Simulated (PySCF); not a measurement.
CsI (SMILES [I][Cs]), singlet, geometry from GFN2-xTB (such geometries of metal compounds can be far from the true shape) (core potentials on Cs, I); PBE0/def2-SVP (PySCF).

Here is a job for PySCF.
```python
from pyscf import gto, scf, dft

mol = gto.Mole()
mol.atom = '''
    Cs   -0.000000   -0.000000   -1.639513
    I     0.000000    0.000000    1.701381
'''
mol.basis = 'def2-svp'
mol.ecp = {'Cs': 'def2-svp', 'I': 'def2-svp'}
mol.charge = 0
mol.spin = 0
mol.verbose = 4
mol.build()

mf = dft.RKS(mol)
mf.xc = 'pbe0'
mf.level_shift = 0.5
mf.max_cycle = 100
mf.kernel()
mf.analyze()
```

It wrote (shortened):

```
PySCF version 2.14.0

[INPUT] verbose = 4
[INPUT] num. atoms = 2
[INPUT] num. electrons = 34
[INPUT] charge = 0
[INPUT] spin (= nelec alpha-beta = 2S) = 0
[INPUT] symmetry False subgroup None
[INPUT] Mole.unit = angstrom
[INPUT] Symbol           X                Y                Z      unit          X                Y                Z       unit  Magmom
[INPUT]  1 Cs     0.000000000000   0.000000000000  -1.639513000000 AA    0.000000000000   0.000000000000  -3.098230547664 Bohr   0.0
[INPUT]  2 I      0.000000000000   0.000000000000   1.701381000000 AA    0.000000000000   0.000000000000   3.215144123539 Bohr   0.0

nuclear repulsion = 35.6386262051415
number of shells = 20
number of NR pGTOs = 96
number of NR cGTOs = 50
basis = def2-svp
ecp = {'Cs': 'def2-svp', 'I': 'def2-svp'}

******** <class 'pyscf.dft.rks.RKS'> ********
method = RKS
initial guess = minao
damping factor = 0
level_shift factor = 0.5
DIIS = <class 'pyscf.scf.diis.CDIIS'>
diis_start_cycle = 1
diis_space = 8
diis_damp = 0
SCF conv_tol = 1e-09
SCF conv_tol_grad = None
SCF max_cycles = 100
direct_scf = True
direct_scf_tol = 1e-13
XC library pyscf.dft.libxc version 7.1.2
    S. Lehtola, C. Steigemann, M. J. T. Oliveira, and M. A. L. Marques,  SoftwareX 7, 1–5 (2018)
XC functionals = pbe0
    C. Adamo and V. Barone,  J. Chem. Phys. 110, 6158 (1999)
    M. Ernzerhof and G. E. Scuseria,  J. Chem. Phys. 110, 5029 (1999)
radial grids:
    Treutler-Ahlrichs [JCP 102, 346 (1995); DOI:10.1063/1.469408] (M4) radial grids

becke partition: Becke, JCP 88, 2547 (1988); DOI:10.1063/1.454033
pruning grids: <function nwchem_prune>
grids dens level: 3
symmetrized grids: False
atomic radii adjust function: <function treutler_atomic_radii_adjust>
small_rho_cutoff = 0
Set gradient conv threshold to 3.16228e-05
Initial guess from minao.
tot grids = 45672
init E= -283.200393597843
  HOMO = -1.00174941974515  LUMO = -0.188698605218471  gap/eV = 22.12424
cycle= 1 E= -317.024064691863  delta_E= -33.8  |g|= 2.29  |ddm|= 7.62
  HOMO = 0.137752488355816  LUMO = 0.442572427178288  gap/eV = 8.29457
cycle= 2 E= -317.909215320976  delta_E= -0.885  |g|= 0.691  |ddm|= 4.13
  HOMO = -0.1308297636484  LUMO = 0.448020925673056  gap/eV = 15.75133
cycle= 3 E= -317.947422819708  delta_E= -0.0382  |g|= 0.162  |ddm|= 0.347
  HOMO = -0.188082572644841  LUMO = 0.449971888344243  gap/eV = 17.36235
cycle= 4 E= -317.952656439815  delta_E= -0.00523  |g|= 0.0324  |ddm|= 0.228
  HOMO = -0.190033096838407  LUMO = 0.450492180688779  gap/eV = 17.42958
cycle= 5 E= -317.953097939878  delta_E= -0.000442  |g|= 0.0132  |ddm|= 0.0707
  HOMO = -0.19152474366658  LUMO = 0.450622141703499  gap/eV = 17.47371
cycle= 6 E= -317.953207956596  delta_E= -0.00011  |g|= 0.00623  |ddm|= 0.0332
  HOMO = -0.191510252067191  LUMO = 0.450621420992299  gap/eV = 17.47329
cycle= 7 E= -317.953241927871  delta_E= -3.4e-05  |g|= 0.00359  |ddm|= 0.0158
  HOMO = -0.192198002906321  LUMO = 0.450664934481649  gap/eV = 17.49319
cycle= 8 E= -317.953254836887  delta_E= -1.29e-05  |g|= 0.00225  |ddm|= 0.00959
  HOMO = -0.192213159961713  LUMO = 0.450649376769638  gap/eV = 17.49318
cycle= 9 E= -317.953260274866  delta_E= -5.44e-06  |g|= 0.00154  |ddm|= 0.00546
  HOMO = -0.192266759704037  LUMO = 0.450668816141871  gap/eV = 17.49517
cycle= 10 E= -317.953262708999  delta_E= -2.43e-06  |g|= 0.0011  |ddm|= 0.00345
  HOMO = -0.192282951629902  LUMO = 0.450678145740171  gap/eV = 17.49586
cycle= 11 E= -317.953263856993  delta_E= -1.15e-06  |g|= 0.000791  |ddm|= 0.0022
  HOMO = -0.192288465071039  LUMO = 0.45066873346611  gap/eV = 17.49576
cycle= 12 E= -317.95326440665  delta_E= -5.5e-07  |g|= 0.000561  |ddm|= 0.00145
  HOMO = -0.192289827928672  LUMO = 0.45066935719701  gap/eV = 17.49581
cycle= 13 E= -317.95326467073  delta_E= -2.64e-07  |g|= 0.000392  |ddm|= 0.000971
  HOMO = -0.192288736764272  LUMO = 0.450668661486049  gap/eV = 17.49576
cycle= 14 E= -317.953264797449  delta_E= -1.27e-07  |g|= 0.000274  |ddm|= 0.000657
  HOMO = -0.192288220903958  LUMO = 0.450667390160595  gap/eV = 17.49571
cycle= 15 E= -317.95326485846  delta_E= -6.1e-08  |g|= 0.000191  |ddm|= 0.000448
  HOMO = -0.192287106054639  LUMO = 0.450665894420265  gap/eV = 17.49564
cycle= 16 E= -317.953264888108  delta_E= -2.96e-08  |g|= 0.000131  |ddm|= 0.000308
  HOMO = -0.192286534764512  LUMO = 0.450665978309552  gap/eV = 17.49563
cycle= 17 E= -317.953264902391  delta_E= -1.43e-08  |g|= 9.04e-05  |ddm|= 0.000212
  HOMO = -0.192286151011859  LUMO = 0.450666389751077  gap/eV = 17.49563
cycle= 18 E= -317.953264909321  delta_E= -6.93e-09  |g|= 6.2e-05  |ddm|= 0.000146
  HOMO = -0.192285947129384  LUMO = 0.45066651133722  gap/eV = 17.49563
cycle= 19 E= -317.953264912671  delta_E= -3.35e-09  |g|= 4.26e-05  |ddm|= 0.000101
  HOMO = -0.192285863515087  LUMO = 0.450666609228373  gap/eV = 17.49563
cycle= 20 E= -317.953264914293  delta_E= -1.62e-09  |g|= 2.93e-05  |ddm|= 7.01e-05
  HOMO = -0.192285716121106  LUMO = 0.450666659789723  gap/eV = 17.49563
cycle= 21 E= -317.95326491509  delta_E= -7.96e-10  |g|= 2.01e-05  |ddm|= 4.89e-05
  HOMO = -0.192280692735717  LUMO = -0.0493335427114543  gap/eV = 3.88979
Extra cycle  E= -317.953264915719  delta_E= -6.3e-10  |g|= 1.77e-05  |ddm|= 0.000118
converged SCF energy = -317.953264915719
**** SCF Summaries ****
Total Energy =                        -317.953264915719103
Nuclear Repulsion Energy =              35.638626205141499
One-electron Energy =                 -625.123001366481503
Two-electron Energy =                  271.531110245620880
Two-electron Coulomb Energy =          297.037139222724136
DFT Exchange-Correlation Energy =      -25.506028977103259
HOMO-LUMO gap [eV] =                     3.889790079769077
**** MO energy ****
MO #1   energy= -6.78593946709872  occ= 2
MO #2   energy= -4.79422684710955  occ= 2
MO #3   energy= -4.79313960925515  occ= 2
MO #4   energy= -4.79313960925514  occ= 2
MO #5   energy= -1.82170239322448  occ= 2
MO #6   energy= -1.82125170032127  occ= 2
MO #7   energy= -1.82125170032126  occ= 2
MO #8   energy= -1.82019985298949  occ= 2
MO #9   energy= -1.82017803742198  occ= 2
MO #10  energy= -1.09488783460114  occ= 2
MO #11  energy= -0.600124743115245 occ= 2
MO #12  energy= -0.566725957732074 occ= 2
MO #13  energy= -0.56672595773207  occ= 2
MO #14  energy= -0.551172263426333 occ= 2
MO #15  energy= -0.199791379203807 occ= 2
MO #16  energy= -0.192280692735719 occ= 2
MO #17  energy= -0.192280692735717 occ= 2
MO #18  energy= -0.0493335427114543 occ= 0
MO #19  energy= -0.00584627892222078 occ= 0
MO #20  energy= -0.00584627892221431 occ= 0
MO #21  energy= -0.000191137148173783 occ= 0
MO #22  energy= 0.0222299351290187 occ= 0
MO #23  energy= 0.0222299674933523 occ= 0
MO #24  energy= 0.0276327684477791 occ= 0
MO #25  energy= 0.0433456051722277 occ= 0
Dipole moment(X, Y, Z, Debye):  0.00000,  0.00000, -11.62342
```
